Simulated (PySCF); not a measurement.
H$_{4}$MgOSi (SMILES [OH][Mg][SiH3]), singlet, geometry from GFN2-xTB (such geometries of metal compounds can be far from the true shape). Base run: B3LYP/6-31+G* (PySCF).

Here is a job for PySCF.
```python
from pyscf import gto, scf, dft, solvent

mol = gto.M(
    atom='''
Mg   -0.132844    0.602074   -0.343822
O    -0.451432    2.045976   -1.168379
H    -0.630220    2.856275   -1.631110
Si    0.324742   -1.471791    0.840484
H     0.351457   -2.635281   -0.060898
H    -0.687529   -1.762470    1.868941
H     1.625492   -1.446140    1.529180
''',
    basis='6-31+g*',
    charge=0,
    spin=0,
    verbose=3,
)

mf = dft.RKS(mol)
mf.xc = 'b3lyp'
mf.kernel()
```

The base run was repeated with changes; each row names its change, and settings that it needs were set with it.

```json
[
 {"change": "base", "ΔE vs base (kcal/mol)": "0.000", "dipole (D)": "1.06", "HOMO-LUMO gap (eV)": "6.05"},
 {"change": "model = IEF-PCM; solvent = water", "ΔE vs base (kcal/mol)": "-9.52", "dipole (D)": "1.76", "HOMO-LUMO gap (eV)": "5.97"},
 {"change": "model = COSMO; solvent = dimethylsulfoxide", "ΔE vs base (kcal/mol)": "-9.38", "dipole (D)": "1.75", "HOMO-LUMO gap (eV)": "5.97"},
 {"change": "model = IEF-PCM; solvent = dimethylsulfoxide; r_probe = 0.5", "ΔE vs base (kcal/mol)": "-2.93", "dipole (D)": "1.39", "HOMO-LUMO gap (eV)": "6.05"},
 {"change": "model = SS(V)PE; solvent = dimethylsulfoxide", "ΔE vs base (kcal/mol)": "-9.33", "dipole (D)": "1.74", "HOMO-LUMO gap (eV)": "5.97"},
 {"change": "model = IEF-PCM; solvent = dimethylsulfoxide; vdw_scale = 1.0", "ΔE vs base (kcal/mol)": "-21.58", "dipole (D)": "2.27", "HOMO-LUMO gap (eV)": "5.78"},
 {"change": "model = IEF-PCM; solvent = dichloromethane", "ΔE vs base (kcal/mol)": "-7.99", "dipole (D)": "1.63", "HOMO-LUMO gap (eV)": "5.99"},
 {"change": "model = IEF-PCM; solvent = dimethylsulfoxide; lebedev_order = 11", "ΔE vs base (kcal/mol)": "(withheld)", "dipole (D)": "1.71", "HOMO-LUMO gap (eV)": "5.97"},
 {"change": "model = IEF-PCM; solvent = dimethylsulfoxide; vdw_scale = 1.1", "ΔE vs base (kcal/mol)": "(withheld)", "dipole (D)": "(withheld)", "HOMO-LUMO gap (eV)": "(withheld)"},
 {"change": "model = ddCOSMO; solvent = dimethylsulfoxide", "ΔE vs base (kcal/mol)": "-19.07", "dipole (D)": "2.32", "HOMO-LUMO gap (eV)": "5.72"},
 {"change": "model = IEF-PCM; solvent = 2-propanol", "ΔE vs base (kcal/mol)": "(withheld)", "dipole (D)": "1.71", "HOMO-LUMO gap (eV)": "(withheld)"},
 {"change": "model = C-PCM; solvent = dimethylsulfoxide", "ΔE vs base (kcal/mol)": "-9.50", "dipole (D)": "1.76", "HOMO-LUMO gap (eV)": "5.97"}
]
```

Task: Complete the blanks.

Result: 
- model = IEF-PCM; solvent = dimethylsulfoxide; lebedev_order = 11, ΔE vs base (kcal/mol): -8.99
- model = IEF-PCM; solvent = dimethylsulfoxide; vdw_scale = 1.1, ΔE vs base (kcal/mol): -14.15
- model = IEF-PCM; solvent = dimethylsulfoxide; vdw_scale = 1.1, dipole (D): 1.98
- model = IEF-PCM; solvent = dimethylsulfoxide; vdw_scale = 1.1, HOMO-LUMO gap (eV): 5.90
- model = IEF-PCM; solvent = 2-propanol, ΔE vs base (kcal/mol): -8.89
- model = IEF-PCM; solvent = 2-propanol, HOMO-LUMO gap (eV): 5.98

The base is the gas phase, so ΔE is the electrostatic part of solvation at a fixed geometry, without cavity and dispersion terms.
